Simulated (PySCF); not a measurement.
# Simulated absorption spectrum

C3H7F3Si2.
SMILES: `FC(F)(F)C1[SiH2]C[SiH2]1`

Computed, not measured: TDDFT CAM-B3LYP/def2-SVPD, vertical, gas phase, core orbitals frozen in the response in PySCF. Geometry: GFN2-xTB; no solvent, vibrations or thermal averaging. Torsions of this conformer, `[F:1][C:2]([F:3])([F:4])[CH:5]1[SiH2:6][CH2:7][SiH2:8]1`: F1–C2–C5–Si6 -52°.

Each state is given a Gaussian of 0.3 eV full width at half maximum, with ε(max) = 2.175×10⁸ f / Δν̃ (Δν̃ the width in cm⁻¹). The cross-section is σ = 3.8235×10⁻²¹ ε cm², given in Mb (10⁻¹⁸ cm²). The width is an assumption, not a result. The curve ends short of the highest state used, and states not computed would add to its high-energy end.

(E (eV), σ (Mb)): (6.30, 0.00), (6.33, 0.01), (6.36, 0.02), (6.38, 0.03), (6.41, 0.05), (6.44, 0.09), (6.47, 0.16), (6.50, 0.26), (6.53, 0.40), (6.56, 0.58), (6.59, 0.80), (6.62, 1.04), (6.65, 1.29), (6.68, 1.50), (6.71, 1.65), (6.74, 1.72), (6.76, 1.71), (6.79, 1.63), (6.82, 1.46), (6.85, 1.24), (6.88, 1.00), (6.91, 0.76), (6.94, 0.55), (6.97, 0.37), (7.00, 0.24), (7.03, 0.15), (7.06, 0.09), (7.09, 0.06), (7.11, 0.05), (7.14, 0.05), (7.17, 0.07), (7.20, 0.12), (7.23, 0.20), (7.26, 0.34), (7.29, 0.57), (7.32, 0.95), (7.35, 1.57), (7.38, 2.57), (7.41, 4.16), (7.44, 6.56), (7.47, 10.04), (7.49, 13.06), (7.52, 18.70), (7.55, 25.61)

Q: Locate the maxima and give the states behind the curve.

A: 184 nm (6.75 eV), ε about 450, made up of S1 (100%) (ε in L mol⁻¹ cm⁻¹; maxima over ε = 5, shares over 10%). At its high-energy end, 7.55 eV, the curve is still rising (ε about 6700, from S3 and S4). The states used: S1 6.75 eV (f 0.0050); S2 7.46 eV (f 0.0023); S3 7.68 eV (f 0.020); S4 7.71 eV (f 0.126); S5 7.80 eV (f 0.038); S6 8.03 eV (f 0.0001); S7 8.09 eV (f 0.054); S8 8.15 eV (f 0.0094).

Q: Coming from long wavelengths, where does ε first pass 100 L mol⁻¹ cm⁻¹?

A: At about 190 nm (6.53 eV), 0.22 eV below S1.

Q: On this curve, what absorbance would a 10⁻⁵ mol/L sample give at 193 nm over a 1 cm path?

A: 193 nm is 6.424 eV, where ε is about 18 L mol⁻¹ cm⁻¹, so A = ε c l ≈ 0.00018 (Beer–Lambert, with the gas-phase spectrum and the assumed width).

Q: What would ε be at 6.75 eV, the highest of these maxima, with half the width (0.15 eV)?

A: About 900 L mol⁻¹ cm⁻¹ against 450, a factor of about 2.00; a lone state at its own centre would give exactly 2.

Hardware: Arm Neoverse V1, one thread, shared host. Cost: 68 s of wall time.
